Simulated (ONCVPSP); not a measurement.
**An all-electron radial function and its pseudo partner (Ca)**

Columns: radius, all-electron u(r) and pseudo u(r) of the 3p shell (level -43.06 eV) of calcium in the configuration [Ne] 3s2 3p6; PBE, scalar-relativistic, ONCV scheme, ONCVPSP 4.0.1.

```tsv
r (bohr)	all-electron	pseudo
0.093	-0.2988	0.0215
0.185	-0.4777	0.0828
0.278	-0.3864	0.1788
0.370	-0.1492	0.2977
0.463	0.1318	0.4305
0.555	0.3900	0.5624
0.648	0.6043	0.6852
0.740	0.7631	0.7878
0.833	0.8713	0.8665
0.925	0.9328	0.9172
1.018	0.9573	0.9412
1.110	0.9527	0.9405
1.203	0.9266	0.9190
1.295	0.8859	0.8821
1.388	0.8350	0.8335
1.480	0.7790	0.7786
1.573	0.7197	0.7197
1.665	0.6606	0.6606
1.758	0.6020	0.6019
1.850	0.5463	0.5462
1.943	0.4931	0.4930
2.035	0.4439	0.4438
2.128	0.3978	0.3978
2.220	0.3560	0.3559
2.313	0.3174	0.3173
2.405	0.2827	0.2826
```

(1) How many radial nodes do the two functions have?

(2) At about which radius was the pseudo-wave matched?

(3) Is the pseudo-wave norm-conserving?

Results:

(1) The all-electron 3p function has n − l − 1 = 1; the pseudo-wave has 0, since the states of the same l below it are removed with the core.

(2) 1.85 bohr. The columns agree to 0.0005 from 1.48 bohr on; several derivatives are matched, so the curves merge somewhat inside the radius.

(3) Yes: the ONCV scheme keeps the norm inside the radius equal to the all-electron one, which fixes the energy derivative of the logarithmic derivative at the level.
